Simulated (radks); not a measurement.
Q: All-electron atom: Re II in [Xe] 4f14 5d5 6s1. Calculated with a radial shooting solver on a logarithmic mesh with Libxc functionals: Dirac Kohn-Sham, PBE, spin-unpolarised, spherical densities, finite nucleus; open shells fill j = l - 1/2 first; Fermi nuclear charge, rms radius 5.3698 fm.

Spin-orbit splittings of the eigenvalues, e(l+1/2) - e(l-1/2), with zeta = 2 splitting/(2l+1) and mean radii in bohr:

| shell | occ. | splitting (eV) | zeta (eV) | <r> j=l-1/2 | <r> j=l+1/2 |
|---|---|---|---|---|---|
| 2p | 6 | 1440 | 959.7 | 0.06246 | 0.07054 |
| 3p | 6 | 312.6 | 208.4 | 0.1870 | 0.2019 |
| 3d | 10 | 67.86 | 27.15 | 0.1765 | 0.1811 |
| 4p | 6 | 72.93 | 48.62 | 0.4450 | 0.4784 |
| 4d | 10 | 13.48 | 5.391 | 0.4934 | 0.5048 |
| 4f | 14 | 2.511 | 0.7174 | 0.5763 | 0.5852 |
| 5p | 6 | 10.94 | 7.290 | 1.139 | 1.241 |
| 5d | 5 | ? | ? | 1.823 | 1.894 |

Estimate the 5d splitting.

A: 0.9162 eV (zeta = 0.3665 eV).
